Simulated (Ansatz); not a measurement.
`CC(=O)OBCl` + `N#C[Si](F)(F)F` → `CC(=O)OBF` + `N#C[Si](F)(F)Cl` at 298.15 K and 1 bar (redistribution).

Computed with Ansatz on PBE0-D4/def2-TZVP structures; ΔE is electronic, products minus reactants. CCSD(T)/CBS is the MP2 limit (def2-TZVPP, def2-QZVPP) plus CCSD(T) − MP2 in def2-TZVPP, frozen cores. Each species was taken in one conformer, which may not be the lowest.

```csv
species,CCSD(T)/CBS energy (Eh),H − E (kJ/mol),S (J/(mol·K))
`CC(=O)OBCl`,-713.52185,194.3,353.6
`N#C[Si](F)(F)F`,-681.41275,66.6,323.3
`CC(=O)OBF`,-353.55713,197.9,341.5
`N#C[Si](F)(F)Cl`,-1041.37860,64.0,344.4
```

H − E and S are ideal-gas, rigid-rotor, harmonic terms from PBE0-D4/def2-TZVP, for one conformer and one mirror image of each species. 1 Eh = 2625.50 kJ/mol, R = 8.31446 J/(mol·K).

By hand: ΔE, ΔH, ΔS and ΔG.

ΔE = (-353.55713) + (-1041.37860) − (-713.52185) − (-681.41275) = -0.00113 Eh = -3.0 kJ/mol. Δ(H − E) = 197.9 + 64.0 − 194.3 − 66.6 = 1.0, so ΔH = -2.0 kJ/mol. ΔS = 341.5 + 344.4 − 353.6 − 323.3 = 9.0 J/(mol·K). ΔG = -2.0 − 298.15 × (9.0)/1000 = -4.7 kJ/mol.

By hand: the equilibrium constant, and the temperature at which ΔG would vanish if ΔH and ΔS stayed fixed.

log₁₀ K = −ΔG/(RT ln 10) = 0.8. ΔH and −TΔS have one sign here, so there is no such temperature.

TΔS isn't small against ΔH here. The sign of ΔG lies within the doubt. A doubt of 5 kJ/mol in ΔE shifts log₁₀ K by 0.9 here. Other conformers and mirror images would add mixing entropy, several J/(mol·K) or more a flexible species. These are equilibria of isolated gas molecules and say nothing of rates. Largest T1 diagnostic: 0.015 (customary marks: 0.02 for closed shells, 0.045 for open ones).

ΔS is within the doubt of such terms, so its sign, and with it that verdict, could turn.
